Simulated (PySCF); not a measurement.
Method: B3LYP-D3(BJ)/def2-TZVP (PySCF). Isolated molecules, 0 K electronic values unless said otherwise. One relaxed conformer stands for a flexible species; it need not be the lowest. B3LYP has the VWN-RPA correlation part, as in Gaussian. Excitations are Tamm–Dancoff values on a coarser integration grid. The basis has no diffuse functions, so Rydberg states are missing or too high.

Reference species (SMILES): `[Br][Ga]([Br])[Br]` (neutral, multiplicity 1).

```
Quantity                   Value
----------------------  --------
T1 excitation (TDA)      4.42 eV
S1 excitation (TDA)      4.75 eV
S1 oscillator strength     0.000
LUMO                    -2.68 eV
```

Changed species: `[SH][Ga]([Br])[Br]` (H–S–Ga–Br torsion 180°) (1 of 3 Br replaced by SH; the reference has 0 of 3 Br replaced by SH).

Question: Give the shifts of the T1 excitation (TDA), S1 excitation (TDA), S1 oscillator strength and LUMO.

Answer: the T1 excitation (TDA) decreases by 0.06 eV, to 4.36 eV; the S1 excitation (TDA) decreases by 0.07 eV, to 4.68 eV; the S1 oscillator strength stays essentially unchanged; the LUMO increases by 0.44 eV, to -2.24 eV.
